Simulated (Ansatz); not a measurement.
The same path of a periodic cell of 13 atoms, Zr12H (host Zr, host structure hcp, interstitial H) was run twice with different band settings.

The calculation used DFT PBEsol, scalar-relativistic, plane waves, PAW (Ansatz 0.2.0). Settings: cutoff 420 eV, k mesh 4x3x4, fermi-dirac smearing 0.1 eV, no spin polarisation.

Relaxed end points:

```xyz
13
Lattice="6.4600 0.0000 0.0000 -4.8450 8.3918 0.0000 0.0000 0.0000 5.1454" Properties=species:S:1:pos:R:3
Zr 0.005 0.010 0.028
Zr -0.010 1.862 2.597
Zr -1.611 2.780 0.001
Zr -1.619 4.642 2.565
Zr -3.243 5.574 -0.021
Zr -3.267 7.480 2.589
Zr 3.235 0.015 0.004
Zr 3.228 1.879 2.566
Zr 1.628 2.793 -0.032
Zr 1.612 4.647 2.539
Zr 0.039 5.571 -0.019
Zr 0.014 7.479 2.591
H -1.612 6.521 1.283
```

```xyz
13
Lattice="6.4600 0.0000 0.0000 -4.8450 8.3918 0.0000 0.0000 0.0000 5.1454" Properties=species:S:1:pos:R:3
Zr 0.005 0.010 -0.031
Zr -0.012 1.871 2.546
Zr -1.610 2.780 -0.005
Zr -1.621 4.649 2.576
Zr -3.242 5.571 0.021
Zr -3.272 7.486 2.554
Zr 3.237 0.015 -0.006
Zr 3.225 1.881 2.574
Zr 1.628 2.792 0.023
Zr 1.610 4.652 2.600
Zr 0.041 5.568 0.017
Zr 0.014 7.482 2.550
H -1.615 6.530 -1.296
```

Common settings: optimiser quadratic models (default); force threshold 0.05 eV/Å; end points relaxed.

| run | movable images | climbing image | spring | start path | iteration limit |
| --- | --- | --- | --- | --- | --- |
| 1 | 5 | yes | 10.0 eV/Å² | IDPP | 42 |
| 2 | 4 | from the first iteration | 5.0 eV/Å² | default | 50 |

(1) What does each run give, and how far can it be trusted?

Results:

(1) Run 1: converged after 5 iterations, highest image 0.482 eV above the first end. By the program's own check the climbing image is of a kind that is not told: the force calls were inconclusive, a negative curvature could not be distinguished from the path's own, the only one lies far off the path, or fixed occupations may fill a level only in part (lowest curvatures found: -1.02 and 0.71 eV/Å²).
Run 2: converged after 4 iterations, highest image 0.482 eV above the first end. The order of the point at the top wasn't checked.
Limits of this set-up: coarse k mesh, odd electron count without spin, a small cell, in which the defect meets its images, a typed lattice constant that wasn't relaxed here.
